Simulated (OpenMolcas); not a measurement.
# Computed transition rates of Ti I

```yaml
Program: OpenMolcas
Method: "MS-RASPT2, IPEA 0.25 Eh, imaginary shift 0.1 Eh (closed shells correlated: 3s 3p)"
Basis: ANO-RCC-VTZP [6s5p3d2f1g]
Scalar_Hamiltonian: DKH2, point nucleus
Active_space: 4 electrons in 9 orbitals (RAS2 3d 4s; RAS3 4p, at most 2 electrons)
State_averaging: 2S+1 = 3 even, 55 roots (48 in the spin-orbit step); 2S+1 = 5 even, 10 roots kept (CI in the orbitals of an earlier block); 2S+1 = 1 even, 50 roots kept (CI in the orbitals of an earlier block, 42 in the spin-orbit step); 2S+1 = 3 odd, 84 roots (62 in the spin-orbit step); 2S+1 = 5 odd, 39 roots kept (CI in the orbitals of an earlier block, 30 in the spin-orbit step); 2S+1 = 1 odd, 30 roots kept (CI in the orbitals of an earlier block, 22 in the spin-orbit step)
Spin-orbit_coupling: RASSI with atomic mean-field integrals over the reference wave functions, term energies averaged over their components
```

Rates come from the transition moments of the reference wave functions (E1 in the length form). At fixed line strength A goes as λ^-3 for E1 and M1 and as λ^-5 for E2, so a rate at the computed wavelength can be rescaled to the measured one. Measured vacuum wavelengths follow from level energies in NIST Handbook of Basic Atomic Spectroscopic Data. Branching counts E1 and M1 decays inside the model space alone, at computed energies, and the table is only a selection of the E1 lines, drawn from those between levels with measured partners whose computed energy lies within a factor of 1.5 of the measured one.

| Upper | Lower | Type | λ computed (nm) | λ measured (nm) | A computed (s-1) | A rescaled (s-1) | Branching % |
| --- | --- | --- | --- | --- | --- | --- | --- |
| 3d2 4s 4p 5G* 2 | 3d3 4s 5F2 | E1 | 879.3 | 1078 | 5.23e+04 | 2.84e+04 | 16.1 |
| 3d2 4s 4p 5G* 3 | 3d3 4s 5F3 | E1 | 876.9 | 1074 | 4.79e+04 | 2.61e+04 | 14.5 |
| 3d2 4s 4p 5G* 2 | 3d3 4s 5F1 | E1 | 875.7 | 1073 | 2.67e+05 | 1.45e+05 | 82.3 |
| 3d2 4s 4p 5G* 4 | 3d3 4s 5F4 | E1 | 873.8 | 1068 | 3.17e+04 | 1.74e+04 | 9.4 |
| 3d2 4s 4p 5G* 3 | 3d3 4s 5F2 | E1 | 871.5 | 1066 | 2.79e+05 | 1.52e+05 | 84.5 |
| 3d2 4s 4p 5G* 5 | 3d3 4s 5F5 | E1 | 869.8 | 1061 | 1.41e+04 | 7.77e+03 | 4.1 |
| 3d2 4s 4p 5G* 4 | 3d3 4s 5F3 | E1 | 866.7 | 1059 | 3.03e+05 | 1.66e+05 | 90.2 |
| 3d2 4s 4p 5G* 5 | 3d3 4s 5F4 | E1 | 861.2 | 1050 | 3.27e+05 | 1.80e+05 | 95.9 |
| 3d2 4s 4p 5G* 6 | 3d3 4s 5F5 | E1 | 855 | 1040 | 3.45e+05 | 1.92e+05 | 100.0 |
| 3d2 4s 4p 5F* 3 | 3d3 4s 5F4 | E1 | 830.3 | 978.6 | 7.57e+05 | 4.62e+05 | 20.7 |
| 3d2 4s 4p 5F* 2 | 3d3 4s 5F3 | E1 | 830.2 | 979 | 1.03e+06 | 6.28e+05 | 28.4 |
| 3d2 4s 4p 5F* 4 | 3d3 4s 5F5 | E1 | 829.9 | 977.3 | 4.09e+05 | 2.50e+05 | 11.1 |
| 3d2 4s 4p 5F* 1 | 3d3 4s 5F2 | E1 | 829.5 | 978.6 | 1.17e+06 | 7.13e+05 | 32.2 |
| 3d2 4s 4p 5F* 1 | 3d3 4s 5F1 | E1 | 826.2 | 974.6 | 2.46e+06 | 1.50e+06 | 67.8 |
| 3d2 4s 4p 5F* 2 | 3d3 4s 5F2 | E1 | 825.3 | 973.1 | 1.88e+06 | 1.15e+06 | 51.7 |
| 3d2 4s 4p 5F* 3 | 3d3 4s 5F3 | E1 | 823.9 | 970.8 | 2.14e+06 | 1.31e+06 | 58.3 |
| 3d2 4s 4p 5F* 2 | 3d3 4s 5F1 | E1 | 822.1 | 969.2 | 7.22e+05 | 4.41e+05 | 19.8 |
| 3d2 4s 4p 5F* 4 | 3d3 4s 5F4 | E1 | 822 | 967.8 | 2.66e+06 | 1.63e+06 | 72.1 |
| 3d2 4s 4p 5F* 5 | 3d3 4s 5F5 | E1 | 819.7 | 964.1 | 3.38e+06 | 2.08e+06 | 90.5 |
| 3d2 4s 4p 5F* 3 | 3d3 4s 5F2 | E1 | 819.1 | 965 | 7.72e+05 | 4.72e+05 | 21.1 |
| 3d2 4s 4p 5F* 4 | 3d3 4s 5F3 | E1 | 815.8 | 960.2 | 6.22e+05 | 3.81e+05 | 16.8 |
| 3d2 4s 4p 5F* 5 | 3d3 4s 5F4 | E1 | 812 | 954.9 | 3.56e+05 | 2.19e+05 | 9.5 |
| 3d2 4s 4p 5G* 2 | 3d2 4s2 3F2 | E1 | 525.6 | 629.8 | 2.84e+03 |  | 0.9 |

Spin-changing lines and M1 lines between different terms are not rescaled, since their strength hangs on the term gaps too.

The largest correction is for 3d2 4s 4p 5G* 2 → 3d3 4s 5F2 (E1): 5.23e+04 × (879.3 / 1078)^3 = 2.84e+04 s-1, a factor of 0.54.

No measured rate stands beside these. Rescaling mends the energy factor alone: line strengths can still be far off where a level mixes with configurations outside the active space, and weak or spin-changing lines hang on small mixing coefficients that depend on the term gaps too, so rescaling need not improve them.

CASPT2 breaks the degeneracy within a term, and the mean is taken; among the terms shown or strongly mixed into the levels shown the widest spread is 2600 cm-1 (3d2 4s2 3F). Over all roots computed the reference weight is 0.85 to 0.93; the roots of lowest weight are the least certain, and an intruder state may touch them. Some high roots are left out of the spin-orbit mixing, which shifts the levels that they would mix with. Terms from blocks run as CI alone lack orbitals of their own. Configurations are named by rounded mean occupations; where the s occupation lies near a half they are strongly mixed, a name can repeat and a true partner stay unpaired. A single d shell beside an s shell can misplace configurations of different d count against each other. Computed and measured levels are paired by configuration, term and J; levels that our copy of the source lacks, or whose pairing is in doubt (as where it misses far off the trend of its configuration), stay unpaired. Levels of configurations outside the active space are missing.

* marks odd parity.
